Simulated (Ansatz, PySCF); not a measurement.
Cl₃Tl, SMILES [Cl][Tl]([Cl])[Cl].

Geometry: B3LYP-D3(BJ)/def2-SVP. The def2 effective core potentials stand for the cores of Tl; spin–orbit coupling is left out.

Vertical ionisation energy (IE) and electron affinity (EA) in eV. Rows of orbital energies are one-electron estimates. Where ΔSCF, EOM or ADC give a negative EA the extra electron is unbound and the value depends on the basis.

| level | IE | EA |
|---|---|---|
| −ε(HOMO), −ε(LUMO), HF/def2-TZVPD (PySCF) | 12.52 | 1.06 |
| −ε(HOMO), −ε(LUMO), PBE/def2-TZVPD (PySCF) | 8.05 | 5.18 |
| ΔSCF, PBE0/def2-SVPD (Ansatz), final states of multiplicity 2 and 2 | 11.44 | 2.78 |
| ΔSCF, PBE/def2-SVPD (Ansatz), final states of multiplicity 2 and 2 | 10.85 | 2.71 |

Problem. What vertical singlet–triplet gap does ΔSCF give with PBE0/def2-SVPD (Ansatz, a quantum-chemistry and plane-wave program) and with PBE/def2-SVPD (Ansatz)? (The exact figures need the calculation; the answer reports its results.)

Solution. 3.23 and 2.78 eV (triplet above singlet where positive).
